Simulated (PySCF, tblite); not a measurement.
C5H9ClSi.
Atom-mapped SMILES: `[SiH3:1][C@@H:2]1[CH2:3][CH:4]=[CH:5][C@H:6]1[Cl:7]` (hydrogens: H8, H9, H10 on Si1; H11 on C2; H12, H13 on C3; H14 on C4; H15 on C5; H16 on C6)

Jobs on this species (16 atoms, 70 electrons) with PySCF (density fitting) and tblite. Hardware of each: one thread, Arm Neoverse N1 (aarch64), shared host. The host was shared with other jobs, so the times are rough.

Task: Rank these jobs by wall time, shortest first.
A. PBE0/pcSseg-1; shieldings, ring-centre shieldings, charges and field gradients; 178 basis functions
B. GFN2-xTB; Hessian by finite differences
C. CAM-B3LYP/def2-SVPD; 8 singlets by full TDDFT, 3 Tamm–Dancoff triplets, polarisability; 223 basis functions

Result: B (0.97 s), A (46 s), C (89 s).

All jobs:

| level and settings | work | basis functions | SCF cycles | wall time |
| --- | --- | --- | --- | --- |
| GFN2-xTB | L-BFGS relaxation | – | – | 0.84 s |
| GFN2-xTB | Hessian by finite differences | – | – | 0.97 s |
| PBE0/pcSseg-1 | shieldings, ring-centre shieldings, charges and field gradients | 178 | 13 | 46 s |
| CAM-B3LYP/def2-SVPD | 8 singlets by full TDDFT, 3 Tamm–Dancoff triplets, polarisability | 223 | 12 | 89 s |

Task: What do all jobs in the table cost together?

Result: About 2.3 min; the longest takes about 65 % of that, and about 110 times as long as the shortest.
